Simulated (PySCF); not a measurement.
CH4Si, SMILES C=[SiH2] (connectivity only; charge and spin as stated), charge -1, multiplicity 2. Coordinates come from a PBE-D3(BJ)/def2-TZVPD optimisation. The spin state was assumed, not searched.

All values below come from PBE-D3(BJ)/def2-TZVPD (PySCF).

Harmonic wavenumbers (cm⁻¹): 282, 465, 563, 584, 750, 815, 873, 1318, 1889, 1910, 2984, 3056. Rotational constants (GHz): 85.42, 13.20, 12.21; symmetry number 1.

### Question
Work out the zero-point energy and the ideal-gas rigid-rotor harmonic-oscillator thermochemistry at 298.15 K and 1 atm.

### Answer
ZPE = ½ Σ hcν = ½ × 15489 cm⁻¹ = 22.14 kcal/mol. H − E(el) = 25.32 kcal/mol. Entropy in cal/(mol K): translation 37.28, rotation 20.68, vibration 3.91, spin 1.38, total 63.25. G − E(el) = 6.46 kcal/mol. Cp = 15.24 cal/(mol K).
